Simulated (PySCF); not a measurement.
# Electron correlation in Pt (platinum, neutral)

[Xe] 4f14 5d9 6p1, one real determinant (an excited configuration). All numbers are calculated (PySCF 2.14, a scalar-relativistic core potential, in def2-QZVPPD with the def2 core potential (60 electrons) (7s5p4d4f2g, 88 functions)). Frozen: 5s2 5p6; 10 electrons correlated.

```json
{"level": "CCSD", "correlation energy (mhartree)": "-284.68"}
{"level": "(T)", "correlation energy (mhartree)": "-15.71"}
{"level": "CCSD(T)", "correlation energy (mhartree)": "-300.39"}
```

Diagnostics: T1 = 0.021, D1 = 0.0884, largest double amplitude 0.060.

Problem. Is a single reference adequate?

Solution. Yes, within this model without spin-orbit coupling: T1 lies below 0.03 and no double amplitude reaches 0.07.

The reference is one real determinant that mixes LS terms of this configuration.
